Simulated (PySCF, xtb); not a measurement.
CaCl2, SMILES [Cl][Ca][Cl].

xtb with GFN2-xTB at its own geometry gives an orbital gap of 2.42 eV and a dipole moment of 4.13 D.

Geometry optimised at B3LYP-D3(BJ)/def2-TZVP. The isomer is the one that the SMILES or the coordinates give; other isomers of the formula were not compared.

### Question
What does r2SCAN/def2-TZVPD run with PySCF give? (Estimate from the structure and the level; the computed values follow.)

### Answer
gap 5.03 eV (levels -7.30 and -2.27 eV), dipole 0.00 D.
